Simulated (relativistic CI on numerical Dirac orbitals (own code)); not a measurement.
**Hyperfine structure of Xe III, mass number 131**

Calculated at this level of theory: Dirac-Coulomb-Breit CI, orbitals from a KLI potential per configuration, model QED, valence Slater integrals scaled by 0.85, P86 correlation energy added to each configuration (own radial code, finite nucleus).

CI space (outside the closed core [Kr] 4d10): 5s²5p⁴, 5s5p⁵, 5s²5p³5d, 5p⁶, 5s²5p³5f, 5s²5p³6s, 5s5p⁴5d, 5s²5p³6p, 5s²5p³7s, 5s²5p³6d, 5s²5p³4f, 5s²5p³7p, 5s5p⁴5f, 5s²5p²5d², 5s²5p5d³, 5s²5p5d²5f, 5s²5p5d²6s, 5s5p²5d³, 5s²5p5d²6p. Double excitations out of closed p, d and f shells are left out; levels of such configurations are missing from the list, as are those of other unlisted configurations, and high levels can miss mixing partners. These lack a partner that the ground configuration has and come out too high: 5s²5p³7s, 5s²5p³6d, 5s²5p³4f, 5s²5p³7p, 5s5p⁴5f.

Nuclear spin I = 3/2, μ = 0.69185 μN, Q = -0.114 b (tables of Stone and Pyykkö). The electronic factors are computed for point nuclear moments, without core polarisation; leaving it out makes A of s and p electrons in near-neutral atoms 20 to 40 % too small, and it can dominate for d and f shells.

```
        Level   E (eV)  A (MHz)  B (MHz)
   5s²5p⁴ ³P2   0.0000    591.7     -197
   5s²5p⁴ ³P1   1.1876   -229.7      133
   5s²5p⁴ ¹D2   2.1015     1418      472
   5s5p⁵ ³P°2  12.9725     3377      231
   5s5p⁵ ³P°1  13.6259     1603     -110
5s²5p³5d ⁵D°3  14.5702    78.28    -10.7
5s²5p³5d ⁵D°2  14.6172    110.3     20.7
5s²5p³5d ⁵D°4  14.6188    16.92    -12.5
```

Levels with J = 0, under 50 % of one LS term, or S terms without an open s electron are left out. Small factors come from cancelling terms and can be off by tens of per cent or more.

Correlation outside the listed configurations is missing or only estimated: errors of thousands of cm⁻¹ between configurations and terms are usual at this charge. Rates and lifetimes follow the computed energies and can be off by large factors. The fine structure of a lone outer electron comes out too small, for d and f at times inverted, and misplaced configurations move strength between like terms. 37 of the 69 excited levels that our extract of the measured tables holds in this range could be paired (the sources list more); they are missed by 6628 cm⁻¹ on average and 13070 at most, and levels without a partner can miss by more.

Q: Give the hyperfine levels of 5s²5p⁴ ³P2 relative to its centre of gravity.

A: With K = F(F + 1) − I(I + 1) − J(J + 1), E = AK/2 + B[¾K(K + 1) − I(I + 1)J(J + 1)]/[2I(2I − 1)J(2J − 1)]: F = 1/2: -2835, F = 3/2: -1775, F = 5/2: -172.5, F = 7/2: 1726 MHz.

LS names give the leading component of a level, which can be under half, so a name can repeat, a term be missing and a line seem to break the LS rules.
